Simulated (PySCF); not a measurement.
IrBr at UHF

Level: UHF. basis Ir def2-TZVPP with ECP60, Br def2-TZVPP; scalar-relativistic core potentials; PySCF 2.14.

```
state                                            : triplet, unpaired electrons π ↑, δ ↑
bond length                                      : 2.413 Å
harmonic wavenumber                              : 236 cm⁻¹
force constant                                   : 1.84 mdyn/Å
rotational constant Be                           : 0.05171 cm⁻¹
anharmonicity ωexe                               : 0.569 cm⁻¹
vibration–rotation constant αe                   : 0.000169 cm⁻¹
bond order (Mayer)                               : 0.95
dipole moment (positive dipole means Ir(−)Br(+)) : -5.26 D
```

Spin–orbit coupling is left out, which matters for elements this heavy, above all for dissociation energies. Hartree–Fock leaves out correlation, which carries a large part of most bond energies and some tenths to 1 eV of ionisation energies. The state is the lowest single determinant that the PBE0 search found; with open d or f shells the true ground state can be another one.
